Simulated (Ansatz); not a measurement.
Start from `CCOCOCC` and change one atom or group to get `C#CCOCC`.

Ansatz, PBE0-D4/def2-TZVP geometries, multiplicity 1. Each molecule was computed in one conformer, which needn't be the lowest.

```
                                        property  `CCOCOCC`
size of the dipole moment (B3LYP/def2-TZVPP) / D       0.22
           HOMO–LUMO gap (B3LYP/def2-TZVPP) / eV       8.45
              LUMO energy (PBE0/def2-TZVPP) / eV       1.40
               LUMO energy (PBE/def2-TZVPP) / eV       0.58
  size of the dipole moment (PBE/def2-TZVPP) / D       0.23
         HOMO–LUMO gap (ωB97M-V/def2-TZVPP) / eV      12.89
```

(1) Give the same properties after the change, and the shifts. (Estimate.)

## Answers

(1) Computed: 
```json
{"property": "size of the dipole moment (B3LYP/def2-TZVPP) / D", "`C#CCOCC`": "1.04", "shift": "0.82"}
{"property": "HOMO–LUMO gap (B3LYP/def2-TZVPP) / eV", "`C#CCOCC`": "7.84", "shift": "-0.61"}
{"property": "LUMO energy (PBE0/def2-TZVPP) / eV", "`C#CCOCC`": "0.58", "shift": "-0.82"}
{"property": "LUMO energy (PBE/def2-TZVPP) / eV", "`C#CCOCC`": "-0.46", "shift": "-1.04"}
{"property": "size of the dipole moment (PBE/def2-TZVPP) / D", "`C#CCOCC`": "0.94", "shift": "0.71"}
{"property": "HOMO–LUMO gap (ωB97M-V/def2-TZVPP) / eV", "`C#CCOCC`": "12.67", "shift": "-0.22"}
```

With PBE0 the HOMO falls by 0.12 eV and the LUMO falls by 0.82 eV, so the gap narrows by about 0.70 eV. PBE moves the HOMO by -0.11 eV and ωB97M-V by -0.08 eV. Dipoles are sizes alone; their direction can turn.

B3LYP here is the variant with VWN-RPA as its local correlation; programs differ in this.

Positive LUMOs are unbound, so they and the gaps depend on the basis.
